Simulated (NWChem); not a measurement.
System: GeSiNH7; SMILES N[SiH2][GeH3]

The following NWChem deck was run.

```
start job
memory heap 200 mb stack 900 mb global 1100 mb
geometry units angstroms noautoz
  Si    -0.576765     1.177573     0.011317
  N      0.750339     2.325569    -0.016697
  Ge     0.082639    -1.137757     0.003976
  H     -1.428294     1.434351    -1.203512
  H     -1.380139     1.439816     1.257370
  H      1.332440     2.334689    -0.860123
  H      1.361114     2.341422     0.806103
  H      0.919579    -1.465308    -1.266965
  H     -1.113433    -2.132018     0.044233
  H      0.991518    -1.450979     1.228324
end
basis spherical
  * library 6-31g*
end
dft
  xc scan
  grid xfine
  iterations 150
  mulliken
end
task dft gradient
```

Parts of the log:

```
             Northwest Computational Chemistry Package (NWChem) 7.3.0
             --------------------------------------------------------

 C1  symmetry detected

                             Geometry "geometry" -> ""
                             -------------------------

 Output coordinates in angstroms (scale by  1.889725989 to convert to a.u.)

  No.       Tag          Charge          X              Y              Z
 ---- ---------------- ---------- -------------- -------------- --------------
    1 Si                  14.0000    -0.58822467     1.19512958    -0.00010726
    2 N                    7.0000     0.73629708     2.34644482    -0.00015051
    3 Ge                  32.0000     0.07698772    -1.11854996    -0.00001218
    4 H                    1.0000    -1.41699729     1.45259073    -1.23043070
    5 H                    1.0000    -1.41594242     1.45254782     1.23092825
    6 H                    1.0000     1.33440194     2.35892370    -0.83226049
    7 H                    1.0000     1.33117830     2.36191771     0.83422001
    8 H                    1.0000     0.93890468    -1.44113644    -1.25543497
    9 H                    1.0000    -1.11714512    -2.11583701     0.01512340
   10 H                    1.0000     0.96305874    -1.43233560     1.24079957

 Effective nuclear repulsion energy (a.u.)     252.4731264512

                                 NWChem DFT Module
                                 -----------------

 Summary of "ao basis" -> "ao basis" (spherical)
 ------------------------------------------------------------------------------
       Tag                 Description            Shells   Functions and Types
 ---------------- ------------------------------  ------  ---------------------
 Si                          6-31g*                  8       18   4s3p1d
 N                           6-31g*                  6       14   3s2p1d
 Ge                          6-31g*                 12       32   5s4p3d
 H                           6-31g*                  2        2   2s

            General Information
            -------------------
          SCF calculation type: DFT
          Wavefunction type:  closed shell.
          No. of atoms     :    10
          No. of electrons :    60
           Alpha electrons :    30
            Beta electrons :    30
          Charge           :     0
          Spin multiplicity:     1
          Use of symmetry is: off; symmetry adaption is: off
          Maximum number of iterations: 150
          AO basis - number of functions:    78
                     number of shells:    40
          Convergence on energy requested:  1.00D-06
          Convergence on density requested:  1.00D-05
          Convergence on gradient requested:  5.00D-04

              XC Information
              --------------
                         SCAN Method XC Functional
                  SCAN metaGGA Exchange Functional  1.000
                        SCAN Correlation Potential  1.000

             Grid Information
             ----------------
          Grid used for XC integration:  xfine
          Radial quadrature: Mura-Knowles
          Angular quadrature: Lebedev.
          Tag              B.-S. Rad. Rad. Pts. Rad. Cut. Ang. Pts.
          ---              ---------- --------- --------- ---------
          Si                  1.10      125          11.0      1454
          N                   0.65      100          12.0      1454
          Ge                  1.25      160          11.0      1454
          H                   0.35      100          12.0      1202
          Grid pruning is: on
          Number of quadrature shells:  1085
          Spatial weights used:  Erf1

      Superposition of Atomic Density Guess
      -------------------------------------

 Sum of atomic energies:       -2421.62011001

      Non-variational initial energy
      ------------------------------

 Total energy =   -2422.751090
 1-e energy   =   -3874.580465
 2-e energy   =    1199.356248
 HOMO         =      -0.278624
 LUMO         =       0.032683

     ---------------------------------------------
      Total Density - Mulliken Population Analysis
     ---------------------------------------------

    Atom       Charge   Shell Charges
 -----------   ------   -------------------------------------------------------
    1 Si  14    13.41   2.00  2.00  5.97  0.95  1.58  0.29  0.48  0.14
    2 N    7     8.22   2.00  0.82  2.64  0.84  1.90  0.01
    3 Ge  32    32.11   2.00  2.00  6.00  2.00  5.99  1.24  2.08  0.17  0.53  6.87  2.97  0.26
    4 H    1     1.07   0.47  0.60
    5 H    1     1.07   0.47  0.60
    6 H    1     0.56   0.40  0.16
    7 H    1     0.56   0.40  0.16
    8 H    1     1.00   0.45  0.55
    9 H    1     0.99   0.44  0.55
   10 H    1     1.00   0.45  0.55

   convergence    iter        energy       DeltaE   RMS-Dens  Diis-err
 ---------------- ----- ----------------- --------- --------- ---------
 d= 0,ls=0.0,diis     1  -2425.2703902942 -2.68D+03  1.29D-02  3.62D-01
 d= 0,ls=0.0,diis     2  -2425.2535848747  1.68D-02  8.83D-03  5.05D-01
 d= 0,ls=0.0,diis     3  -2425.3114559434 -5.79D-02  2.05D-03  5.58D-02
 d= 0,ls=0.0,diis     4  -2425.3176453786 -6.19D-03  4.34D-04  2.88D-03
 d= 0,ls=0.0,diis     5  -2425.3178702833 -2.25D-04  1.31D-04  9.98D-05
  Resetting Diis
 d= 0,ls=0.0,diis     6  -2425.3178803525 -1.01D-05  4.24D-05  5.46D-06
 d= 0,ls=0.0,diis     7  -2425.3178811435 -7.91D-07  1.80D-05  4.29D-07
 d= 0,ls=0.0,diis     8  -2425.3178811268  1.67D-08  8.28D-06  8.06D-07

         Total DFT energy =    -2425.317881126783
      One electron energy =    -3877.768390455047
           Coulomb energy =     1309.585444419006
    Exchange-Corr. energy =     -109.608061541937
 Nuclear repulsion energy =      252.473126451195

 Numeric. integr. density =       60.000000145147

                       DFT Final Molecular Orbital Analysis
                       ------------------------------------

 Vector   28  Occ=2.000000D+00  E=-3.001354D-01
              MO Center=  8.4D-02, -4.6D-01, -9.1D-03, r^2= 4.7D+00
   Bfn.  Coefficient  Atom+Function         Bfn.  Coefficient  Atom+Function
  ----- ------------  ---------------      ----- ------------  ---------------
    45      0.377839   3 Ge pz                9     -0.214110   1 Si pz
    74     -0.211899   8 H  s                78      0.209868  10 H  s
    73     -0.200274   8 H  s                77      0.198189  10 H  s
    66      0.175053   4 H  s                68     -0.175149   5 H  s
    41     -0.155936   3 Ge pz               65      0.144150   4 H  s

 Vector   29  Occ=2.000000D+00  E=-2.867670D-01
              MO Center=  8.4D-02,  6.3D-01,  2.7D-03, r^2= 4.3D+00
   Bfn.  Coefficient  Atom+Function         Bfn.  Coefficient  Atom+Function
  ----- ------------  ---------------      ----- ------------  ---------------
    22      0.262163   2 N  py                8      0.256789   1 Si py
    44     -0.257606   3 Ge py               43      0.235172   3 Ge px
     7     -0.214134   1 Si px               26      0.211657   2 N  py
    78      0.128526  10 H  s                74      0.126437   8 H  s
    77      0.114047  10 H  s                73      0.112093   8 H  s

 Vector   30  Occ=2.000000D+00  E=-2.165971D-01
              MO Center=  2.8D-01,  1.3D+00, -5.9D-04, r^2= 3.9D+00
   Bfn.  Coefficient  Atom+Function         Bfn.  Coefficient  Atom+Function
  ----- ------------  ---------------      ----- ------------  ---------------
    22      0.431194   2 N  py               26      0.382855   2 N  py
    44      0.350832   3 Ge py               42     -0.208964   3 Ge s
     8     -0.180291   1 Si py               21     -0.178089   2 N  px
    25     -0.153226   2 N  px               24      0.130169   2 N  s
    40     -0.130331   3 Ge py               76     -0.124758   9 H  s

 Vector   31  Occ=0.000000D+00  E=-9.800302D-03
              MO Center= -2.0D-01,  6.6D-01, -1.2D-03, r^2= 5.0D+00
   Bfn.  Coefficient  Atom+Function         Bfn.  Coefficient  Atom+Function
  ----- ------------  ---------------      ----- ------------  ---------------
    24      0.757588   2 N  s                11     -0.632029   1 Si px
    12     -0.485235   1 Si py               76     -0.409118   9 H  s
     7     -0.271701   1 Si px               43     -0.230621   3 Ge px
    46     -0.216238   3 Ge s                78      0.205642  10 H  s
    26     -0.204103   2 N  py               74      0.198342   8 H  s

 Vector   32  Occ=0.000000D+00  E= 2.365011D-02
              MO Center= -2.0D-01, -1.4D-01,  1.5D-03, r^2= 4.5D+00
   Bfn.  Coefficient  Atom+Function         Bfn.  Coefficient  Atom+Function
  ----- ------------  ---------------      ----- ------------  ---------------
    13      0.614967   1 Si pz               74      0.577198   8 H  s
    66      0.568266   4 H  s                68     -0.565891   5 H  s
    78     -0.568706  10 H  s                49      0.490093   3 Ge pz
    45      0.441412   3 Ge pz                9      0.293633   1 Si pz
    73      0.132014   8 H  s                77     -0.130548  10 H  s

 Vector   33  Occ=0.000000D+00  E= 2.445453D-02
              MO Center= -1.8D-01, -3.9D-01, -4.6D-04, r^2= 6.2D+00
   Bfn.  Coefficient  Atom+Function         Bfn.  Coefficient  Atom+Function
  ----- ------------  ---------------      ----- ------------  ---------------
    10      1.393783   1 Si s                48     -1.087903   3 Ge py
    46     -0.977499   3 Ge s                12     -0.891966   1 Si py
    42      0.648400   3 Ge s                 6      0.373296   1 Si s
    11      0.355247   1 Si px                8     -0.325042   1 Si py
    44     -0.250233   3 Ge py               47      0.247914   3 Ge px

     ---------------------------------------------
      Total Density - Mulliken Population Analysis
     ---------------------------------------------

    Atom       Charge   Shell Charges
 -----------   ------   -------------------------------------------------------
    1 Si  14    13.49   2.00  2.00  5.96  0.96  1.82  0.24  0.33  0.18
    2 N    7     7.91   2.00  0.78  2.49  0.89  1.74  0.02
    3 Ge  32    32.25   2.00  2.00  6.00  2.00  5.99  1.33  2.36  0.09  0.36  6.84  2.92  0.36
    4 H    1     1.07   0.50  0.57
    5 H    1     1.07   0.50  0.57
    6 H    1     0.65   0.49  0.16
    7 H    1     0.65   0.49  0.16
    8 H    1     0.97   0.47  0.49
    9 H    1     0.97   0.47  0.49
   10 H    1     0.97   0.47  0.49

     -------------------------------------------
      Total Density - Lowdin Population Analysis
     -------------------------------------------

    Atom       Charge   Shell Charges
 -----------   ------   -------------------------------------------------------
    1 Si  14    13.65   2.00  1.98  5.89  0.66  1.66  0.36  0.84  0.25
    2 N    7     7.66   1.99  0.72  2.34  0.60  1.97  0.03
    3 Ge  32    32.25   2.00  2.00  5.99  1.98  5.90  0.91  2.08  0.33  0.88  6.63  3.06  0.47
    4 H    1     1.04   0.49  0.54
    5 H    1     1.04   0.49  0.54
    6 H    1     0.74   0.46  0.28
    7 H    1     0.74   0.46  0.28
    8 H    1     0.97   0.45  0.51
    9 H    1     0.96   0.45  0.51
   10 H    1     0.97   0.45  0.51

     Multipole analysis of the density
     ---------------------------------

     L   x y z        total         alpha         beta         nuclear
     -   - - -        -----         -----         ----         -------
     0   0 0 0     -0.000000    -30.000000    -30.000000     60.000000

     1   1 0 0      0.483005      0.241502      0.241502      0.000000
     1   0 1 0      0.169801      0.084900      0.084900     -0.000000
     1   0 0 1      0.001078      0.000539      0.000539      0.000000

     2   2 0 0    -28.286940    -48.874200    -48.874200     69.461460
     2   1 1 0      2.900311     -0.878283     -0.878283      4.656877
     2   1 0 1     -0.000974     -0.000363     -0.000363     -0.000248
     2   0 2 0    -33.270903   -235.439123   -235.439123    437.607342
     2   0 1 1      0.010332     -0.001927     -0.001927      0.014185
     2   0 0 2    -28.971518    -27.937341    -27.937341     26.903164

            General Information
            -------------------
          SCF calculation type: DFT
          Wavefunction type:  closed shell.
          No. of atoms     :    10
          No. of electrons :    60
           Alpha electrons :    30
            Beta electrons :    30
          Charge           :     0
          Spin multiplicity:     1
          Use of symmetry is: off; symmetry adaption is: off
          Maximum number of iterations: 150
          AO basis - number of functions:    78
                     number of shells:    40
          Convergence on energy requested:  1.00D-06
          Convergence on density requested:  1.00D-05
          Convergence on gradient requested:  5.00D-04

              XC Information
              --------------
                         SCAN Method XC Functional
                  SCAN metaGGA Exchange Functional  1.000
                        SCAN Correlation Potential  1.000

             Grid Information
             ----------------
          Grid used for XC integration:  xfine
          Radial quadrature: Mura-Knowles
          Angular quadrature: Lebedev.
          Tag              B.-S. Rad. Rad. Pts. Rad. Cut. Ang. Pts.
          ---              ---------- --------- --------- ---------
          Si                  1.10      125          11.0      1454
          N                   0.65      100          12.0      1454
          Ge                  1.25      160          11.0      1454
          H                   0.35      100          12.0      1202
          Grid pruning is: on
          Number of quadrature shells:  1085
          Spatial weights used:  Erf1

          Convergence Information
          -----------------------
          Convergence aids based upon iterative change in
          total energy or number of iterations.
          Levelshifting, if invoked, occurs when the
          HOMO/LUMO gap drops below (HL_TOL):  1.00D-02
          DIIS, if invoked, will attempt to extrapolate
          using up to (NFOCK): 10 stored Fock matrices.

                    Damping( 0%)  Levelshifting(0.5)       DIIS
                  --------------- ------------------- ---------------
          dE  on:    start            ASAP                start
          dE off:    2 iters        150 iters           150 iters

                            NWChem DFT Gradient Module
                            --------------------------

  charge          =   0.00
  wavefunction    = closed shell

                         DFT ENERGY GRADIENTS

    atom               coordinates                        gradient
                 x          y          z           x          y          z
   1 Si     -1.111583   2.258467  -0.000203   -0.000403  -0.000778   0.000000
   2 N       1.391400   4.434138  -0.000284   -0.003777   0.003426  -0.000025
   3 Ge      0.145486  -2.113753  -0.000023    0.000019  -0.000543  -0.000001
   4 H      -2.677737   2.744998  -2.325177   -0.003373   0.000478  -0.004917
   5 H      -2.675743   2.744917   2.326117   -0.003378   0.000466   0.004916
   6 H       2.521654   4.457719  -1.572744    0.004839   0.000170  -0.006339
   7 H       2.515562   4.463377   1.576447    0.004804   0.000203   0.006367
   8 H       1.774273  -2.723353  -2.372428    0.002323  -0.000452  -0.003514
   9 H      -2.111098  -3.998352   0.028579   -0.003453  -0.002554   0.000049
  10 H       1.819917  -2.706722   2.344771    0.002401  -0.000416   0.003464
```

Level: SCAN/6-31G* (spherical d). The geometry was optimised at PBE-D3(BJ)/def2-SVP.
